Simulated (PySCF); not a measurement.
Computed IR spectrum (relative IR intensity) of a molecule CH3NO2Si. Geometry optimised at PBE0-D3(BJ)/def2-SVP. Other conformers were not sampled. These are PBE0-D3(BJ)/def2-SVP run with PySCF values and carry that method's errors. Frequencies are harmonic and unscaled.

```
ν (cm⁻¹)  relative intensity
--------  ------------------
227                      5.2
328                      5.2
598                      6.7
633                      2.9
642                      7.7
754                      2.2
835                       12
910                      2.4
939                       24
973                       12
1548                     2.6
2254                      10
2301                     8.4
2488                     100
3935                     7.7
```

Task: Pick the molecule that these values belong to.
A. O[Si@H]1N=CO1
B. O=C=N[SiH2]O
C. N#CO[SiH2]O

Result: B, O=C=N[SiH2]O
